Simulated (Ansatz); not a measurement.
Stepwise reaction of `ClB(Cl)[SeH]` with hydrogen fluoride, as a gas-phase model of exchange steps in deposition or etching. ΔE in kJ/mol; ΔG adds harmonic PBE0-D4 terms to CCSD(T)/CBS, at 1 bar.

Gas-phase electronic energies from Ansatz, PBE0-D4/def2-TZVP geometries. CCSD(T)/CBS adds triple-zeta CCSD(T) − MP2 to the extrapolated MP2 energy (def2 sets, frozen cores). This one scheme is used for every species. DFT in def2-TZVPP. B3LYP here is the variant with VWN-RPA as its local correlation; programs differ in this. For Se outer-core shells are correlated without core-valence functions, which leaves a few kJ/mol of doubt a bond. Scalar relativity is left out up to krypton. One conformer a species, not always the lowest.

| step | reaction | PBE-D4 | B3LYP-D4 | ωB97M-V | CCSD(T)/CBS | ΔG(600 K) |
| --- | --- | --- | --- | --- | --- | --- |
| 1 | `ClB(Cl)[SeH]` + H–F → `FB(Cl)[SeH]` + HCl | -45.6 | -54.9 | -55.1 | -46.0 | -50.8 |
| 2 | `FB(Cl)[SeH]` + H–F → `FB(F)[SeH]` + HCl | -52.6 | -62.3 | -62.0 | -55.4 | -59.9 |

**Question.** By hand: ΔE of the 2 steps together at CCSD(T)/CBS.

**Answer.** (-46.0) + (-55.4) = -101.4 kJ/mol, or -50.7 kJ/mol a step.

In ΔE each step is lower than the one before. All are downhill at CCSD(T)/CBS. ΔG lies between -59.9 and -50.8 kJ/mol a step. PBE-D4 differs from CCSD(T)/CBS by 0.4 to 2.8 kJ/mol a step. Isolated molecules leave out the surface, adducts and barriers. Largest T1 diagnostic: 0.012.
